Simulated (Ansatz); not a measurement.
`C[N](C)[Y]([OH])[N](C)C`. Total charge 0; spin multiplicity 1. Y: def2 effective core potential. The geometry is a stationary point of PBE0-D4/def2-TZVP. It is one conformer, not always the lowest.

```xyz
21

C    -1.376   -2.145    0.214
N    -0.696   -1.507   -0.882
C    -0.843   -2.276   -2.093
Y     0.421    0.338   -0.848
O     1.284    1.012   -2.559
N     0.642    1.468    0.977
C     0.116    1.164    2.281
C     1.395    2.697    1.003
H    -2.458   -2.258    0.027
H    -1.270   -1.566    1.139
H    -0.986   -3.155    0.419
H    -0.427   -3.293   -1.996
H    -1.899   -2.396   -2.388
H    -0.326   -1.794   -2.931
H     1.697    1.340   -3.351
H     0.910    1.045    3.037
H    -0.460    0.232    2.271
H    -0.557    1.954    2.656
H     2.250    2.651    1.698
H     0.782    3.558    1.316
H     1.799    2.933    0.011
```

(1) What is the dipole moment at PBE/def2-TZVPP? (Estimate.)

(2) And with r2SCAN, B3LYP, ωB97M-V? (Estimate.)

(3) Give the Mulliken charges with PBE, B3LYP, ωB97M-V in def2-TZVPP. (Best estimate.)

## Answers

(1) Computed: 0.37 D, with components (0.16, 0.16, -0.30) D in this frame, pointing from negative to positive charge.

(2) Ansatz gave: r2SCAN 0.39 D, B3LYP 0.40 D, ωB97M-V 0.48 D.

(3) The calculation gave: 
```
atom    PBE  B3LYP  ωB97M-V
  C1  -0.17  -0.16    -0.22
  N2  -0.28  -0.36    -0.35
  C3  -0.18  -0.17    -0.23
  Y4   0.77   0.94     0.81
  O5  -0.53  -0.58    -0.53
  N6  -0.28  -0.36    -0.35
  C7  -0.17  -0.16    -0.23
  C8  -0.18  -0.17    -0.23
  H9   0.07   0.07     0.10
 H10   0.07   0.06     0.08
 H11   0.07   0.07     0.10
 H12   0.07   0.07     0.10
 H13   0.07   0.07     0.10
 H14   0.08   0.08     0.10
 H15   0.17   0.17     0.15
 H16   0.07   0.07     0.10
 H17   0.07   0.06     0.08
 H18   0.07   0.07     0.10
 H19   0.07   0.07     0.10
 H20   0.07   0.07     0.10
 H21   0.08   0.08     0.10
```

B3LYP here is the variant with VWN-RPA as its local correlation; programs differ in this.
